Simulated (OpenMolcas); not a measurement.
# Ce III: effect of the IPEA shift

| Item | Value |
| --- | --- |
| Program | OpenMolcas 26.06 |
| Basis | ANO-RCC-VTZP [8s7p5d3f2g1h] |
| Scalar Hamiltonian | DKH2, point nucleus |
| Active space | 2 electrons in 7 orbitals (4f) |
| State averaging | 2S+1 = 3 even, 21 roots; 2S+1 = 1 even, 28 roots |
| Spin-orbit coupling | state interaction with AMFI integrals over the reference wave functions, term energies averaged over their components |

Methods on the same reference wave functions:
A. CASSCF
B. SS-CASPT2, IPEA 0 Eh, imaginary shift 0.1 Eh (closed shells correlated: 5s 5p)
C. SS-CASPT2, IPEA 0.25 Eh, imaginary shift 0.1 Eh (closed shells correlated: 5s 5p)

Energies in cm-1 above 4f2 3H4, the measured ground level; measured values from Martin, Zalubas and Hagan, Atomic Energy Levels: The Rare-Earth Elements, NSRDS-NBS 60 (1978).

| Level | A | B | C | Measured |
| --- | --- | --- | --- | --- |
| 4f2 3H4 | 0.0 | 0.0 | 0.0 | 0.0 |
| 4f2 3H5 | 1649 | 1675 | 1679 | 1528 |
| 4f2 3H6 | 3416 | 3440 | 3440 | 3127 |
| 4f2 3F2 | 5619 | 4170 | 4400 | 3763 |
| 4f2 3F3 | 6668 | 5250 | 5470 | 4765 |
| 4f2 1D2 | 19299 | 16070 | 16410 | 12835 |
| 4f2 1I6 | 23061 | 19380 | 19480 | 17421 |
| 4f2 3P0 | 24625 | 21000 | 20770 | 16072 |
| 4f2 3P1 | 25073 | 21500 | 21250 | 16524 |
| 4f2 3P2 | 25914 | 22350 | 22140 | 17317 |
| 4f2 1S0 | 52804 | 42410 | 43600 | 32839 |

Deviations, from unrounded energies. A percentage is the sum of absolute deviations over the sum of measured energies, with the sign that they share, or ± where signs differ.

```csv
Against measurement,Levels,A,B,C
mean absolute deviation (cm-1),10,6200,3100,3200
fine structure of the ground term (%),2,+8.8,+9.8,+10.0
other terms of the ground configuration (%),8,+50.6,+25.2,+26.3
```

B, C lie about equally close to measurement and A furthest from it. The largest miss of B in the table is 4f2 1S0, by +9600 cm-1. The ranking rests on the paired levels alone, and a cruder setting can come out closer through cancelling errors.

Between B and C the level of the table that moves most is 4f2 1S0, by 1200 cm-1 (lowest in B, highest in C). Moves below CASPT2's spread within the term are not significant.

The mean deviations of B to C differ by less than CASPT2's widest spread within a term (1300 cm-1), so their order carries little weight.

From A to B the spin-free energies of the other terms of 4f2 shown, above 3H, scale by factors of 0.71 to 0.85, as is usual when dynamic correlation screens the repulsion within a d or f shell.

The lowest spin-free term lies below A's lowest term by 0.270 hartree in B, 0.264 hartree in C.

Term energies are means over components that CASPT2 splits; among the terms shown or strongly mixed into the levels shown the widest spread is 1300 cm-1 (4f2 1I, B). Over all roots computed the reference weight is 0.85 to 0.92 in B, 0.84 to 0.92 in C; the roots of lowest weight are the least certain, and an intruder state may touch them. Without dynamic correlation excited terms often stand tens of per cent too high (terms of higher spin than the ground term too low), and those without a measured partner can miss by more than the paired ones (holds for A). Some levels mix across a computed gap that differs much from the measured one, so their mixing is not that of the real levels (holds for B). Some terms miss by over 15 % even with CASPT2, which points to a basis or an active space too small for the shells correlated (holds for B; C). Measured partners are found by configuration, term and J. A level has none where our copy of the source lacks it or the pairing is in doubt (some pairs that miss far off the trend of their configuration count as doubtful), and it then counts in no deviation. Levels of configurations outside the active space are missing. The table leaves out levels that lie high or whose names do not pair safely across all columns.
